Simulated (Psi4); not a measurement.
Psi4 input (wB97X-D/6-311+G**):

```
memory 1500 MB

molecule {
-1 1
O     0.72648472   -0.37165007    0.01184410
O    -0.57788575    0.41299156   -0.01217155
H    -1.18879170   -0.33073200    0.00261956
symmetry c1
no_reorient
no_com
}

set {
  basis 6-311+G**
  reference rks
  scf_type pk
  dft_radial_points 99
  dft_spherical_points 590
  e_convergence 1e-8
  d_convergence 1e-7
  maxiter 150
}

e = energy('wb97x-d')
print_out(f'\nFINAL {e:.10f} DIPOLE {variable("CURRENT DIPOLE")[0]:.6f} {variable("CURRENT DIPOLE")[1]:.6f} {variable("CURRENT DIPOLE")[2]:.6f}\n')
```

Output:

```
   => Loading Basis Set <=

    Name: 6-311+G**
    Role: ORBITAL
    Keyword: BASIS
    atoms 1-2 entry O          line   171 file 6-311pgss.gbs
    atoms 3   entry H          line    42 file 6-311pgss.gbs

   => WB97X-D: Empirical Dispersion <=

    Chai and Head-Gordon Dispersion Correction
    Chai, J.-D.; Head-Gordon, M. (2010), J. Chem. Phys., 132: 6615-6620

        s6 =       1.000000

         ---------------------------------------------------------
                                   SCF
               by Justin Turney, Rob Parrish, Andy Simmonett
                          and Daniel G. A. Smith
                              RKS Reference
         ---------------------------------------------------------

  ==> Geometry <==

    Molecular point group: c1
    Full point group: C1

    Geometry (in Angstrom), charge = -1, multiplicity = 1:

       Center              X                  Y                   Z               Mass
    ------------   -----------------  -----------------  -----------------  -----------------
         O            0.726484720000    -0.371650070000     0.011844100000    15.994914619570
         O           -0.577885750000     0.412991560000    -0.012171550000    15.994914619570
         H           -1.188791700000    -0.330732000000     0.002619560000     1.007825032230

  Running in c1 symmetry.

  Rotational constants: A =     19.37704  B =      0.86940  C =      0.83207 [cm^-1]
  Rotational constants: A = 580908.98522  B =  26064.03766  C =  24944.82143 [MHz]
  Nuclear repulsion =   28.854234167264103

  Charge       = -1
  Multiplicity = 1
  Electrons    = 18
  Nalpha       = 9
  Nbeta        = 9

  ==> Algorithm <==

  SCF Algorithm Type is PK.
  DIIS enabled.
  MOM disabled.
  Fractional occupation disabled.
  Guess Type is SAD.
  Energy threshold   = 1.00e-08
  Density threshold  = 1.00e-07
  Integral threshold = 1.00e-12

  ==> Primary Basis <==

  Basis Set: 6-311+G**
    Blend: 6-311+G**
    Number of shells: 24
    Number of basis functions: 50
    Number of Cartesian functions: 52
    Spherical Harmonics?: true
    Max angular momentum: 2

  ==> DFT Potential <==

   => LibXC <=

    Version 7.1.2
    S. Lehtola, C. Steigemann, M. J. T. Oliveira, and M. A. L. Marques,  SoftwareX 7, 1–5 (2018) (10.1016/j.softx.2017.11.002)

   => Composite Functional: WB97X-D <=

    wB97X-D Hyb-GGA Exchange-Correlation Functional

    J.-D. Chai and M. Head-Gordon,  Phys. Chem. Chem. Phys. 10, 6615–6620 (2008) (10.1039/B810189B)

    Deriv               =              1
    GGA                 =           TRUE
    Meta                =          FALSE

    Exchange Hybrid     =           TRUE
    MP2 Hybrid          =          FALSE

   => Exchange-Correlation Functionals <=

    1.0000   wB97X-D range-separated functional

   => Exact (HF) Exchange <=

    0.7780            HF,LR [omega = 0.2000]
    0.2220               HF

   => LibXC Density Thresholds  <==

    XC_HYB_GGA_XC_WB97X_D:  1.00E-14

   => Molecular Quadrature <=

    Radial Scheme          =       TREUTLER
    Pruning Scheme         =           NONE
    Nuclear Scheme         =       TREUTLER

    Blocking Scheme        =         OCTREE
    BS radius alpha        =              1
    Pruning alpha          =              1
    Radial Points          =             99
    Spherical Points       =            590
    Total Points           =         170947
    Total Blocks           =           1300
    Max Points             =            256
    Max Functions          =             50
    Weights Tolerance      =       1.00E-15

  ==> Integral Setup <==

  Using in-core PK algorithm.
   Calculation information:
      Number of atoms:                   3
      Number of AO shells:              24
      Number of primitives:             44
      Number of atomic orbitals:        52
      Number of basis functions:        50

      Integral cutoff                 1.00e-12
      Number of threads:                 1

  Performing in-core PK
  Using 2440350 doubles for integral storage.
  We computed 45052 shell quartets total.
  Whereas there are 45150 unique shell quartets.

  Computing range-separated integrals for PK
  We computed 45052 wK shell quartets total.
  Whereas there are 45150 wK unique shell quartets.

  ==> DiskJK: Disk-Based J/K Matrices <==

    J tasked:                  Yes
    K tasked:                  Yes
    wK tasked:                 Yes
    Omega:               2.000E-01
    Schwarz Cutoff:          1E-12


  Cached 100.0% of DFT collocation blocks in 0.220 [GiB].

  Minimum eigenvalue in the overlap matrix is 2.0674015861E-03.
  Reciprocal condition number of the overlap matrix is 3.8650740195E-04.
    Using symmetric orthogonalization.

  ==> Pre-Iterations <==

  SCF Guess: Superposition of Atomic Densities via on-the-fly atomic UHF (no occupation information).

   -------------------------
    Irrep   Nso     Nmo
   -------------------------
     A         50      50
   -------------------------
    Total      50      50
   -------------------------

  ==> Iterations <==

                        Total Energy        Delta E     RMS |[F,P]|

   @RKS iter SAD:  -150.07270085378653   -1.50073e+02   0.00000e+00
   @RKS iter   1:  -150.74022509134835   -6.67524e-01   1.34010e-02 DIIS/ADIIS
   @RKS iter   2:  -150.68589977439370    5.43253e-02   1.65757e-02 DIIS/ADIIS
   @RKS iter   3:  -150.93329742606036   -2.47398e-01   1.80345e-03 DIIS/ADIIS
   @RKS iter   4:  -150.93514091148222   -1.84349e-03   1.02992e-03 DIIS/ADIIS
   @RKS iter   5:  -150.93601578249095   -8.74871e-04   2.00786e-04 DIIS/ADIIS
   @RKS iter   6:  -150.93605722942948   -4.14469e-05   3.94692e-05 DIIS
   @RKS iter   7:  -150.93605951750791   -2.28808e-06   4.86031e-06 DIIS
   @RKS iter   8:  -150.93605964068263   -1.23175e-07   1.55154e-06 DIIS
   @RKS iter   9:  -150.93605965492364   -1.42410e-08   4.40440e-07 DIIS
   @RKS iter  10:  -150.93605965646100   -1.53736e-09   1.24774e-07 DIIS
   @RKS iter  11:  -150.93605965658500   -1.24004e-10   3.56682e-08 DIIS
  Energy and wave function converged.

  ==> Post-Iterations <==

   Electrons on quadrature grid:
      Ntotal   =   18.0000000214 ; deviation = 2.138e-08

    Orbital Energies [Eh]
    ---------------------

    Doubly Occupied:

       1A    -19.021010     2A    -18.943859     3A     -0.874711
       4A     -0.629321     5A     -0.304053     6A     -0.206505
       7A     -0.181810     8A     -0.049547     9A     -0.026308

    Virtual:

      10A      0.308742    11A      0.352890    12A      0.417280
      13A      0.433882    14A      0.455418    15A      0.457967
      16A      0.479846    17A      0.486594    18A      0.520288
      19A      0.608349    20A      0.787050    21A      1.295301
      22A      1.313629    23A      1.324513    24A      1.373292
      25A      1.427932    26A      1.436343    27A      1.674587
      28A      1.674946    29A      1.831316    30A      1.900629
      31A      2.332714    32A      2.775367    33A      2.902108
      34A      2.988138    35A      3.161279    36A      3.247926
      37A      3.269098    38A      3.453180    39A      3.479187
      40A      3.586309    41A      4.000991    42A      4.184441
      43A      5.189405    44A      5.286794    45A      5.380764
      46A      5.393182    47A      5.727099    48A      5.848294
      49A     50.203877    50A     50.253150

    Final Occupation by Irrep:
              A
    DOCC [     9 ]
    NA   [     9 ]
    NB   [     9 ]

  @RKS Final Energy:  -150.93605965658500

   => Energetics <=

    Nuclear Repulsion Energy =             28.8542341672641030
    One-Electron Energy =                -270.6952682302051585
    Two-Electron Energy =                 103.2514398307092875
    DFT Exchange-Correlation Energy =     -12.3464255239869178
    Empirical Dispersion Energy =          -0.0000399003663105
    VV10 Nonlocal Energy =                  0.0000000000000000
    Total Energy =                       -150.9360596565850017

Computation Completed

Properties will be evaluated at   0.000000,   0.000000,   0.000000 [a0]

Properties computed using the SCF density matrix

 Multipole Moments:

 ------------------------------------------------------------------------------------
     Multipole            Electronic (a.u.)      Nuclear  (a.u.)        Total (a.u.)
 ------------------------------------------------------------------------------------

 L = 1.  Multiply by 2.5417464519 to convert [e a0] to [Debye]
 Dipole X            :         -1.1796104            0.0000001           -1.1796103
 Dipole Y            :         -0.1269129           -0.0000002           -0.1269131
 Dipole Z            :         -0.0021168           -0.0000001           -0.0021169
 Magnitude           :                                                    1.1864198

 ------------------------------------------------------------------------------------

FINAL -150.9360596566 DIPOLE -1.179610 -0.126913 -0.002117

*** Psi4 exiting successfully. Buy a developer a beer!
```

The dipole moment of an ion depends on the origin.
